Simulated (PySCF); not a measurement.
ZnBr₂, SMILES [Br][Zn][Br].

Geometry: TPSSh-D3(BJ)/def2-SVP. The isomer is the one that the SMILES or the coordinates give; other isomers of the formula were not compared.

All values below come from TPSSh-D3(BJ)/def2-SVP run with PySCF.

Frequencies are harmonic and unscaled.

Modes within 1.5 cm⁻¹ of each other (mostly degenerate sets) share a row, with their intensities summed.

Computed normal modes with their intensities:
| mode | ν (cm⁻¹) | IR (km/mol) | Raman (Å⁴/amu) | depolarisation | moving atoms (share of kinetic energy) |
|---|---|---|---|---|---|
| 1–2 | 75 | 17.4 | 0.0 | – | Zn 71 %, Br 29 % |
| 3 | 215 | 0.0 | 8.5 | 0.26 | Br 100 % |
| 4 | 395 | 59.3 | 0.0 | – | Zn 71 %, Br 29 % |
